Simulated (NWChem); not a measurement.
System: SiOH, doublet; SMILES O=[SiH]

Program: NWChem. Pople sets run with spherical d functions. Spin-unrestricted. In the optimisation the excess spin sits in a' (Cs, its own frame). Coordinates come from a PBE0/def2-SVP, spin-unrestricted optimisation. No stability test was run on the SCF state. Level: M05-2X/6-31G* with SMD (1 M gas to 1 M solution), gas-phase geometry. Reactions with the solvent are ignored.

For solvent 2-propanol:

- solvation free energy (kcal/mol) = -7.1
- dipole in solution (D) = 4.36

Q: How do the values read with solvent cyclohexane instead?

A: The solvation free energy (kcal/mol) comes out as -3.1 and the dipole in solution (D) is 3.62.
